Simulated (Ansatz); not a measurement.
Bi3⁻, relaxed as a singlet with RKS r2SCAN-D4/def2-SVPD in Ansatz, starting from the GFN2-xTB geometry. Force threshold 0.02 eV/Å.

In the def2 sets Bi takes a core potential; there is no spin–orbit coupling. The highest occupied level of the charge -1 singlet lies above zero (up to 0.72 eV). The electron is either unbound and held by the finite basis, or the level is raised by self-interaction error. The structure comes from a short search, and lower isomers may exist.

Start:

```csv
atom,x (Å),y (Å),z (Å)
Bi1,-0.732,-0.251,0.827
Bi2,0.863,-2.089,-0.647
Bi3,-0.131,2.341,-0.179
```

Problem. Estimate the energy that the relaxation releases and the steps that it takes.

Solution. 0.95 eV, in 7 steps; 28 s on 4 threads of Arm Neoverse N1 on a shared host. No frequencies were taken in this run, so the end may be a saddle point.

Problem. Does the start keep its bonding and symmetry?

Solution. Bonds formed: Bi2–Bi3 (atoms count from 1). The end is the same structure that another start reached, the lowest one found. Point group C2v at the start, C2v at the end, both within 0.05 Å.

Problem. Predict the relaxed structure.

Solution. 
```xyz
3

Bi   -1.0110   -0.3474    1.1419
Bi    0.8594   -1.4043   -0.7377
Bi    0.1516    1.7517   -0.4042
```
Bond lengths (bridged metal pairs left out): 3 × Bi–Bi 2.85 to 3.25 Å.
